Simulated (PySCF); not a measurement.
Relaxation of triplet WSF₂

These are results of PySCF, UB3LYP, basis W def2-SVP with ECP60, S def2-SVP, F def2-SVP (scalar-relativistic core potentials, no spin–orbit coupling, density fitting), not measurements. A (50,194) grid was used.

A hand-made trigonal planar start, of C2v symmetry, held to at least that symmetry:

```xyz
4
charge 0 multiplicity 3, angstrom
W     0.0595    0.1031    0.0000
S    -1.0105   -1.7502    0.0000
F     2.0695    0.1031    0.0000
F    -0.9455    1.8438    0.0000
```

Optimiser trace:
```csv
step,E − E(last) (kJ/mol),largest gradient (Eh/bohr)
0,36.95,0.05446
1,0.33,0.00525
2,0.07,0.00213
3,0.02,0.00077
4,0.00,0.00012
5,0.00,0.00003
```

It ends at C2v with W–F 1.889 Å (×2), W–S 2.128 Å; F–W–F 119.3°, F–W–S 120.4° (×2) (after a last refinement on a finer grid). The frequency run here used a shortcut that can spoil soft modes, so no verdict on minimum or saddle point is given. Other isomers or separated fragments may lie lower.

Final geometry:
```xyz
4
charge 0 multiplicity 3, angstrom
W     0.0626    0.1084    0.0000
S    -1.0015   -1.7347    0.0000
F     1.9511    0.1204    0.0000
F    -0.8714    1.7499    0.0000
```

Other spin states or occupations of the open shell can lie lower. At this level a broken-symmetry Ms = 0 minimum of C2v symmetry lies 23 kJ/mol below this structure. With an element this heavy the missing spin–orbit coupling can shift these numbers.
